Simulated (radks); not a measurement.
Values are calculated unless marked as measured or tabulated.
Q: All-electron atom: Se1.7+ in [Ar] 3d10 4s2 4p(1/2: 2, 3/2: 0.3) (fractional occupations, a model configuration). Level of theory: Dirac Kohn-Sham, LDA (Slater exchange, Perdew-Wang correlation), spin-unpolarised, spherical densities, point nucleus (a radial shooting solver on a logarithmic mesh with Libxc functionals). Some entries of the table are withheld. Estimate them.

| orbital | occ. | eigenvalue (eV) | <r^2> (bohr^2) |
|---|---|---|---|
| 1s1/2 | 2 | (1) | 0.002623 |
| 2s1/2 | 2 | -1622.838 | 0.04535 |
| 2p1/2 | 2 | -1459.255 | 0.03492 |
| 2p3/2 | 4 | -1417.574 | 0.03638 |
| 3s1/2 | 2 | -231.3400 | 0.3810 |
| 3p1/2 | 2 | -175.3764 | (2) |
| 3p3/2 | 4 | -169.4886 | (3) |
| 3d3/2 | 4 | -72.6108 | 0.4914 |
| 3d5/2 | 6 | -71.7120 | 0.4982 |
| 4s1/2 | 2 | -34.4326 | 3.308 |
| 4p1/2 | 2 | -22.8072 | (4) |
| 4p3/2 | 0.3 | -22.3021 | (5) |

A: 
(1) 1s1/2 eigenvalue (eV): -12498.55
(2) 3p1/2 <r^2> (bohr^2): 0.3991
(3) 3p3/2 <r^2> (bohr^2): 0.4137
(4) 4p1/2 <r^2> (bohr^2): 4.587
(5) 4p3/2 <r^2> (bohr^2): 4.736
